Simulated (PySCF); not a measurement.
Species: C₁₄H₁₁ (charge +1).
Bonds: C1–C2 (aromatic), C2–C3 (aromatic), C3–C4 (aromatic), C4–C5 (aromatic), C5–C6 (aromatic), C5–C7, C7–C8, C8–C9, C9–C10 (aromatic), C10–C11 (aromatic), C11–C12 (aromatic), C12–C13 (aromatic), C13–C14 (aromatic), C1–C6 (aromatic), C9–C14 (aromatic), C4–C14. Hydrogens: H15 on C1; H16 on C2; H17 on C3; H18 on C6; H19 on C7; H20, H21 on C8; H22 on C10; H23 on C11; H24 on C12; H25 on C13.

A GFN2-xTB structure was refined with PySCF, PBE0-D3(BJ)/def2-SVP geometry optimisation, gas phase. Its GFN2-xTB values:

```
   coordinate  GFN2-xTB
        C1–C2   1.402 Å
        C1–C6   1.400 Å
       C1–H15   1.053 Å
       C2–H16   1.066 Å
        C3–C4   1.378 Å
       C3–H17   1.056 Å
        C4–C5   1.419 Å
       C4–C14   1.490 Å
       C6–H18   1.077 Å
       C7–H19   1.071 Å
        C8–C9   1.498 Å
      C10–H22   1.060 Å
      C11–H23   1.062 Å
      C12–C13   1.340 Å
      C12–H24   1.082 Å
      C13–H25   1.117 Å
     C2–C3–C4    119.7°
     C3–C4–C5    120.1°
    C3–C4–C14    121.1°
     C4–C5–C6    119.2°
     C4–C5–C7    121.9°
    C5–C4–C14    118.8°
  C10–C11–C12    118.9°
  C12–C13–C14    122.1°
C3–C4–C14–C13       -1°
  C4–C5–C7–C8       -1°
  C5–C7–C8–C9        2°
```

How do these coordinates change at the PBE0-D3(BJ)/def2-SVP level?

```json
{"coordinate": "C12–C13", "PBE0-D3(BJ)/def2-SVP (Å or °)": "1.381", "change": "+0.041"}
{"coordinate": "C4–C14", "PBE0-D3(BJ)/def2-SVP (Å or °)": "1.451", "change": "-0.039"}
{"coordinate": "C1–H15", "PBE0-D3(BJ)/def2-SVP (Å or °)": "1.091", "change": "+0.038"}
{"coordinate": "C1–C6", "PBE0-D3(BJ)/def2-SVP (Å or °)": "1.367", "change": "-0.033"}
{"coordinate": "C3–H17", "PBE0-D3(BJ)/def2-SVP (Å or °)": "1.089", "change": "+0.033"}
{"coordinate": "C10–H22", "PBE0-D3(BJ)/def2-SVP (Å or °)": "1.093", "change": "+0.033"}
{"coordinate": "C4–C5", "PBE0-D3(BJ)/def2-SVP (Å or °)": "1.451", "change": "+0.032"}
{"coordinate": "C11–H23", "PBE0-D3(BJ)/def2-SVP (Å or °)": "1.092", "change": "+0.030"}
{"coordinate": "C13–H25", "PBE0-D3(BJ)/def2-SVP (Å or °)": "1.090", "change": "-0.027"}
{"coordinate": "C2–H16", "PBE0-D3(BJ)/def2-SVP (Å or °)": "1.093", "change": "+0.027"}
{"coordinate": "C3–C4", "PBE0-D3(BJ)/def2-SVP (Å or °)": "1.404", "change": "+0.026"}
{"coordinate": "C7–H19", "PBE0-D3(BJ)/def2-SVP (Å or °)": "1.095", "change": "+0.024"}
{"coordinate": "C6–H18", "PBE0-D3(BJ)/def2-SVP (Å or °)": "1.093", "change": "+0.016"}
{"coordinate": "C1–C2", "PBE0-D3(BJ)/def2-SVP (Å or °)": "1.415", "change": "+0.013"}
{"coordinate": "C8–C9", "PBE0-D3(BJ)/def2-SVP (Å or °)": "1.487", "change": "-0.011"}
{"coordinate": "C12–H24", "PBE0-D3(BJ)/def2-SVP (Å or °)": "1.092", "change": "+0.010"}
{"coordinate": "C3–C4–C5", "PBE0-D3(BJ)/def2-SVP (Å or °)": "116.8", "change": "-3.3"}
{"coordinate": "C4–C5–C7", "PBE0-D3(BJ)/def2-SVP (Å or °)": "119.7", "change": "-2.2"}
{"coordinate": "C3–C4–C14", "PBE0-D3(BJ)/def2-SVP (Å or °)": "122.9", "change": "+1.8"}
{"coordinate": "C5–C4–C14", "PBE0-D3(BJ)/def2-SVP (Å or °)": "120.3", "change": "+1.5"}
{"coordinate": "C4–C5–C6", "PBE0-D3(BJ)/def2-SVP (Å or °)": "120.7", "change": "+1.5"}
{"coordinate": "C2–C3–C4", "PBE0-D3(BJ)/def2-SVP (Å or °)": "121.0", "change": "+1.3"}
{"coordinate": "C10–C11–C12", "PBE0-D3(BJ)/def2-SVP (Å or °)": "120.2", "change": "+1.3"}
{"coordinate": "C12–C13–C14", "PBE0-D3(BJ)/def2-SVP (Å or °)": "120.9", "change": "-1.2"}
{"coordinate": "C5–C7–C8–C9", "PBE0-D3(BJ)/def2-SVP (Å or °)": "0", "change": "-2"}
{"coordinate": "C3–C4–C14–C13", "PBE0-D3(BJ)/def2-SVP (Å or °)": "1", "change": "+2"}
{"coordinate": "C4–C5–C7–C8", "PBE0-D3(BJ)/def2-SVP (Å or °)": "0", "change": "+1"}
```

The energy falls by 7.4 kcal/mol over 13 energy and gradient evaluations, the largest force component goes from 0.0571 to 3.8e-04 Eh/bohr, and the atoms move by 0.030 Å rms after alignment. The bond that changes most is C12–C13 (both ends aromatic CH carbon), which lengthens by 0.041 Å. Bonds longer at the end by more than 0.005 Å: 16 of 27; shorter: 6. Rotational constants go from 1577, 551.3, 409.5 to 1570, 547.8, 407.1 MHz.

The run used 251 basis functions and 93 SCF cycles in all. On an Arm Neoverse V2 with one thread, shared host, this took 8.2 min and 1.7 GiB of memory at its peak.

Stationary, but not proved a minimum.
